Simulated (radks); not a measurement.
Effect of the nuclear size on neutral vanadium, [Ar] 3d3 4s2. All-electron calculation, Dirac Kohn-Sham, relativistic LDA (MacDonald-Vosko exchange, VWN5 correlation), spin-unpolarised, spherical densities, finite nucleus; open shells fill j = l - 1/2 first; Fermi nuclear charge, rms radius 3.6002 fm. Program: a radial shooting solver on a logarithmic mesh with Libxc functionals. The rms radius is varied about that value; shifts are against it.

rms radius (fm) = 3.0134: total energy shift (eV) -0.0177; density at nucleus (e/bohr^3) 9852; 1s1/2 shift (meV) -7.47; 2s1/2 shift (meV) -0.635; 3s1/2 shift (meV) -0.085
rms radius (fm) = 3.3266: total energy shift (eV) -0.00864; density at nucleus (e/bohr^3) 9819; 1s1/2 shift (meV) -3.64; 2s1/2 shift (meV) -0.310; 3s1/2 shift (meV) -0.041
rms radius (fm) = 3.6002: total energy shift (eV) 0; density at nucleus (e/bohr^3) 9793; 1s1/2 shift (meV) 0.000; 2s1/2 shift (meV) 0.000; 3s1/2 shift (meV) 0.000
rms radius (fm) = 3.7838: total energy shift (eV) 0.00617; density at nucleus (e/bohr^3) 9777; 1s1/2 shift (meV) 2.60; 2s1/2 shift (meV) 0.221; 3s1/2 shift (meV) 0.029
rms radius (fm) = 3.9638: total energy shift (eV) 0.0125; density at nucleus (e/bohr^3) 9761; 1s1/2 shift (meV) 5.27; 2s1/2 shift (meV) 0.448; 3s1/2 shift (meV) 0.060

Slopes of the eigenvalues against <r^2> in GHz/fm^2, as finite differences over the two radii next to the reference (eigenvalue slopes, not the field-shift constants of lines): 1s1/2 465, 2s1/2 39.5, 3s1/2 5.26.
